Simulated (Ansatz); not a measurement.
`C[NH+](C)[AlH3-]`. Total charge 0; spin multiplicity 1. The geometry is a stationary point of PBE0-D4/def2-TZVP.

```xyz
14

C     1.283   -0.645   -0.355
N    -0.150   -0.369   -0.206
C    -0.629    0.602   -1.196
Al   -0.591    0.237    1.697
H     1.582   -1.398    0.373
H     1.522   -0.990   -1.366
H     1.836    0.273   -0.149
H    -0.661   -1.239   -0.335
H    -0.132    1.556   -1.014
H    -1.702    0.743   -1.072
H    -0.413    0.273   -2.217
H    -2.185    0.390    1.576
H     0.277    1.587    1.740
H    -0.036   -1.022    2.524
```

Task: What is the dipole moment at PBE/def2-TZVPP? (Best estimate.)

Result: Computed: 5.27 D, with components (1.23, -1.43, -4.92) D in this frame, pointing from negative to positive charge.

Task: And with r2SCAN, B3LYP, ωB97M-V? (Best estimate.)

Result: Computed: r2SCAN 5.38 D, B3LYP 5.35 D, ωB97M-V 5.37 D.

Task: Give the Mulliken charges with PBE, B3LYP, r2SCAN in def2-TZVPP. (Estimate.)

Result: The calculation gave: 
```
atom    PBE  B3LYP  r2SCAN
  C1  -0.22  -0.23   -0.12
  N2  -0.02  -0.04   -0.02
  C3  -0.22  -0.23   -0.12
 Al4   0.13   0.25    0.27
  H5   0.13   0.14    0.10
  H6   0.10   0.10    0.06
  H7   0.12   0.13    0.09
  H8   0.16   0.13    0.13
  H9   0.12   0.13    0.09
 H10   0.13   0.14    0.10
 H11   0.10   0.10    0.06
 H12  -0.17  -0.20   -0.21
 H13  -0.18  -0.21   -0.22
 H14  -0.17  -0.20   -0.21
```

B3LYP here is the variant with VWN-RPA as its local correlation; programs differ in this.
